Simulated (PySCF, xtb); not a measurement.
YCl2, SMILES [Cl][Y+][Cl], charge +1.

Harmonic wavenumbers (cm⁻¹) from GFN2-xTB (xtb 6.7.1) at its own minimum, in rising order: 106, 215, 254.

### Question
What does B3LYP-D3(BJ)/def2-TZVP (PySCF 2.14.0) give at its own minimum? (An estimate is asked for; the answer gives what the named calculation found.)

### Answer
90, 413, 427. Paired by order, the mean absolute difference is 129 cm⁻¹ and the zero-point energies are 0.8 and 1.3 kcal/mol.
